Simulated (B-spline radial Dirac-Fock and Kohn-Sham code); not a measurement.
Muonic isotope shifts in chromium

Model: the Dirac equation of a negative muon with reduced mass in the field of a spherical finite nucleus, with the Uehling potential to all orders; nuclear polarisation, deformation, hyperfine structure, self-energy, higher-order vacuum polarisation, relativistic recoil and electron screening are left out. Program: a radial finite-basis atomic code. Nuclear charge: Fermi distribution (skin thickness 2.3 fm); radii from Angeli and Marinova (2013). Reference ⁵³Cr, radius 3.6511 fm: 2p3/2 → 1s1/2 1092 keV, 3d5/2 → 2p3/2 226.3 keV.

| A | radius (fm) | δ⟨r²⟩ (fm²) | shift 2p3/2 → 1s (keV) | shift 3d5/2 → 2p3/2 (keV) |
| --- | --- | --- | --- | --- |
| 50 | 3.6588 | +0.056 | -0.54 | -0.03 |
| 52 | 3.6452 | -0.043 | +0.29 | -0.01 |
| 54 | 3.6885 | +0.275 | -2.05 | +0.01 |

Values without a named source are computed, but for edge energies of neutral atoms, which are taken from tables.
